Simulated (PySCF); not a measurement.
## Cu: excitation energy

Cu [Ar] 3d10 4s1 (2S) → Cu [Ar] 3d9 4s2 (2D), as a difference of total energies. Calculation: PySCF 2.14, in x2c-TZVPPall; scalar relativity by spin-free X2C-1e. Correlated levels: valence and next inner shell: [Ne] frozen. The calculations carry no spin-orbit coupling.

```
                                method  excitation energy (eV)
                                   UHF                  -0.185
    MP2 (valence and next inner shell)                   2.812
SCS-MP2 (valence and next inner shell)                   2.226
   CCSD (valence and next inner shell)                   1.205
CCSD(T) (valence and next inner shell)                   1.317
```

Problem. How much does correlation contribute at CCSD(T) (valence and next inner shell)?

Solution. 1.317 − (-0.185) = 1.502 eV, measured against UHF.

Errors of the correlated levels include the incompleteness of this basis and the frozen core.

For comparison: 1.490 eV (measured; NIST levels, between the centres of gravity of the two terms).
